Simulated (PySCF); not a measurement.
C₂H₆BF₃O, SMILES CO(C)->B(F)(F)F (connectivity only; charge and spin as stated), neutral, multiplicity 1.

The structure is a stationary point at ωB97X-D3(BJ)/def2-SVP. The isomer is the one that the SMILES or the coordinates give; other isomers of the formula were not compared. Other conformers were not sampled.

Method: HF/def2-TZVP (PySCF).

Computed frontier levels, gap, dipole moment and polarisability:
```json
{
  "highest_occupied_level": "-13.80 eV",
  "lowest_empty_level": "3.34 eV",
  "orbital_gap": "17.14 eV",
  "dipole_moment": "5.57 D",
  "quadrupole, principal values (traceless, Buckingham form, about the centre of nuclear charge)": "-5.42, 1.95, 3.48 D·Å",
  "mean_static_polarisability": "40.7 bohr³ (6.03 Å³)",
  "polarisability_principal_values": "37.2, 42.2, 42.7 bohr³"
}
```
